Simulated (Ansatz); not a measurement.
A structure drawn as `CSCB(N)F`, with this starting geometry:

Cartesian coordinates in Å:
```
C 0.2683 1.0218 2.3184
S 0.0415 -0.5556 1.3148
C -0.3237 0.2894 -0.2387
B -0.4830 -0.6990 -1.4366
N 0.5946 -1.6960 -1.8048
F -1.8152 -0.7991 -2.1030
H 0.4879 0.7151 3.3307
H -0.6698 1.5715 2.2476
H 1.0460 1.6061 1.8589
H 0.5325 0.9910 -0.5276
H -1.2450 0.9474 -0.1359
H 1.3626 -1.0772 -2.2026
H 0.2032 -2.3152 -2.6211
```

Charge 0, multiplicity 1.

(1) Does it keep its bonds when Ansatz relaxes it at PBE-D4/def2-SVP and then PBE0-D4/def2-TZVP?

(2) Give the relaxed structure. (An estimate is asked.)

Atoms count as bonded under 1.1 times the sum of their covalent radii (H–H under 0.85 Å, pairs among N, O and F under 1.55 Å), and a drawn bond as lost past 1.3 times.

Answers

(1) Yes, every drawn bond is still there and no new one forms.

(2) Computed: 
Z-matrix (Å, degrees):
```
C
S 1 1.795
H 1 1.091 2 111.0
H 1 1.092 2 111.1 3 -122.4
H 1 1.091 2 107.2 3 118.7
C 2 1.798 1 100.7 3 61.3
B 6 1.578 2 112.3 1 166.5
H 6 1.097 2 109.1 1 47.4
H 6 1.094 2 110.7 1 -70.1
N 7 1.390 6 123.8 2 -21.2
F 7 1.344 6 117.7 2 160.3
H 10 1.005 7 122.8 6 -178.9
H 10 1.006 7 121.9 6 0.6
```
No frequency check was run.
